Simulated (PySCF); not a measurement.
**Worked example: dipole moment from atomic charges**

ClGeH₅SSi, SMILES [SiH2](Cl)[S][GeH3]. Atoms are numbered in the order given.

```xyz
9

Si     1.6844     0.4590    -0.2035
Cl     1.5242     0.1936     1.8591
S      0.2589    -0.7324    -1.2577
Ge    -1.6269    -0.0105    -0.2320
H      3.0278     0.0123    -0.6459
H      1.4848     1.9098    -0.4504
H     -2.7538    -0.2511    -1.2499
H     -1.4739     1.4885     0.0852
H     -1.8616    -0.8217     1.0519
```

Coordinates come from a B3LYP-D3(BJ)/def2-SVP optimisation. The structure was generated by enumeration, and PubChem lists no compound with its InChIKey, so it may never have been made. One conformer was computed; it need not be the lowest.

Charges (e) from PBE/def2-TZVP (PySCF):

| atom | ESP fit | Mulliken |
|---|---|---|
| Si1 | 0.018 | 0.313 |
| Cl2 | -0.100 | -0.223 |
| S3 | -0.146 | -0.304 |
| Ge4 | 0.103 | 0.143 |
| H5 | 0.059 | -0.002 |
| H6 | 0.026 | -0.007 |
| H7 | 0.019 | 0.026 |
| H8 | 0.007 | 0.027 |
| H9 | 0.014 | 0.028 |

The dipole moment of the full density is 1.22 D.

Problem. What dipole moment does each set of point charges give, and which comes closer to that of the density?

Solution. 
μ = Σ q r, and 1 e Å = 4.8032 D.
ESP fit: Σ q r = (-0.199, 0.139, -0.088) e Å, |μ| = 1.24 D.
Mulliken: Σ q r = (-0.304, 0.319, -0.125) e Å, |μ| = 2.20 D.
ESP fit comes closer in size. Point charges leave out the atoms' own dipoles (lone pairs, polarised bonds); fits to the potential absorb them, partitions of the density don't.
